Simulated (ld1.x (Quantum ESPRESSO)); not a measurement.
**An all-electron radial function and its pseudo partner (O)**

Columns: radius, all-electron u(r) and pseudo u(r) of the 2p shell (level -9.02 eV) of oxygen in the configuration [He] 2s2 2p4; BLYP, scalar-relativistic, PAW scheme, ld1.x (Quantum ESPRESSO) 7.5.

```csv
r (bohr),all-electron,pseudo
0.105,0.1126,0.0107
0.210,0.3118,0.0419
0.315,0.4992,0.0913
0.420,0.6455,0.1554
0.525,0.7474,0.2294
0.630,0.8098,0.3081
0.735,0.8396,0.3863
0.840,0.8447,0.4588
0.945,0.8319,0.5214
1.050,0.8069,0.5708
1.155,0.7740,0.6050
1.260,0.7362,0.6233
1.365,0.6959,0.6264
1.470,0.6547,0.6161
1.575,0.6136,0.5950
1.680,0.5734,0.5661
1.785,0.5345,0.5325
1.890,0.4974,0.4972
1.995,0.4622,0.4622
2.100,0.4289,0.4289
2.205,0.3977,0.3977
2.310,0.3684,0.3684
2.415,0.3410,0.3410
2.520,0.3155,0.3155
2.625,0.2918,0.2918
2.730,0.2697,0.2697
```

How many radial nodes do the two functions have?

The all-electron 2p function has n − l − 1 = 0; the pseudo-wave has 0.

At about which radius was the pseudo-wave matched?

2.10 bohr. The columns agree to 0.0005 from 1.89 bohr on; several derivatives are matched, so the curves merge somewhat inside the radius.

Is the pseudo-wave norm-conserving?

No, it belongs to a PAW set: the norm inside the radius is not constrained, and the difference is carried by the augmentation charge.
